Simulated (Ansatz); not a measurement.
Isomers of C3H11BSi, relaxed with PBE0-D4/def2-TZVP in Ansatz; electronic energies, one conformer each and not always the lowest. Functionals use def2-TZVPP; CBS adds triple-zeta CCSD(T) − MP2 to the MP2 limit of def2-TZVPP and def2-QZVPP.

Q: Order them by energy at frozen-core CCSD(T)/CBS, lowest first. (Best estimate.)
A. `C[SiH2]B(C)C`
B. `CCB(C)[SiH3]`
C. `B[SiH](C)CC`
D. `B[Si](C)(C)C`
E. `CB(C)C[SiH3]`

A: E (0.0 kJ/mol), A (43.9 kJ/mol), D (65.4 kJ/mol), B (91.8 kJ/mol), C (116.4 kJ/mol).

Q: How do B2PLYP, PBE0-D4, r2SCAN-D4, B3LYP-D4 place them (kJ/mol, against `CB(C)C[SiH3]`)? (An estimate is asked.)

A: Ansatz gave: 
| isomer | B2PLYP | PBE0-D4 | r2SCAN-D4 | B3LYP-D4 |
| --- | --- | --- | --- | --- |
| `B[SiH](C)CC` | 119.2 | 119.2 | 124.7 | 119.4 |
| `C[SiH2]B(C)C` | 43.4 | 39.1 | 41.8 | 41.9 |
| `CCB(C)[SiH3]` | 92.6 | 88.2 | 93.9 | 90.3 |
| `B[Si](C)(C)C` | 68.7 | 68.9 | 71.0 | 68.7 |

B3LYP here is the variant with VWN-RPA as its local correlation; programs differ in this.
